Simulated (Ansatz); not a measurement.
An input meant for the cluster Hf₂Te₃ (charge 0, singlet).

```yaml
crystal:
  periodic: [false, false, false]
  atoms:
    - {symbol: Hf, position_ang: [0.043599, 0.801611, -1.051321]}
    - {symbol: Hf, position_ang: [-0.043599, -0.801649, 1.051295]}
    - {symbol: Te, position_ang: [-1.127494, -1.696204, -1.340033]}
    - {symbol: Te, position_ang: [-1.307000, 1.662376, 1.213296]}
    - {symbol: Te, position_ang: [2.434484, 0.033856, 0.126763]}
basis:
  gaussian: {orbitals: def2-TZVPP}
total_charge: -2
hamiltonian: {xc: {name: r2SCAN0}, dispersion: d4}
scf: {omitted_lower_state_checks: [starts]}
output: {forces: true}
```

```sh
$ ansatz run in.yaml --threads 4 --pin off --events-out ev --progress --plain --max-ram 4787MiB
```

Output, abridged:

```
Functional definition: r2SCAN0
2122 factors; their error is unknown
mean field evaluation 1: about -24500.5057 eV, gradient 1.9e1 eV
mean field evaluation 2: about -24497.8174 eV, gradient 3.8e1 eV
mean field evaluation 4: about -24501.5398 eV, gradient 1.2e0 eV
mean field evaluation 8: about -24501.9802 eV, gradient 8.3e-1 eV
mean field evaluation 16: about -24501.9809 eV, gradient 1.7e-3 eV
mean field -24501.98091633 eV, -900.4311906359 hartree, gradient 2.0e-5 eV, S^2 0.000000; 0 other end points of the search recorded, 0 dependent functions left out
reference -24501.98092416 eV, -900.4311909238 hartree; 49, 49 occupied and 213, 213 virtual orbitals, 2122 factors
Total energy: -24502.07848892 eV, -900.4347763626 hartree
Atom 0 at     0.043599     0.801611    -1.051321 Å, force     0.106651     1.961213    -2.572249 eV/Å
Atom 1 at    -0.043599    -0.801649     1.051295 Å, force    -0.106636    -1.960997     2.572407 eV/Å
Atom 2 at    -1.127494    -1.696204    -1.340033 Å, force    -0.153194    -0.230418    -0.182247 eV/Å
Atom 3 at    -1.307000     1.662376     1.213296 Å, force    -0.177537     0.225667     0.164881 eV/Å
Atom 4 at     2.434484     0.033856     0.126763 Å, force     0.330715     0.004534     0.017208 eV/Å
Dipole moment:     0.000012    -0.000069    -0.000049 e Å
Checks for a lower state left out: starts
```

Q: What is wrong with this run?

A: The charge is far from what the species holds (-2 typed, 0 meant). Self-consistency was reached. The result belongs to that input, not to the species as meant. The highest occupied level of an anion often lies above zero with these methods, and sets without diffuse functions describe the outer electron poorly. This restricted singlet of an open-shell metal wasn't tested against broken symmetry or higher spin.
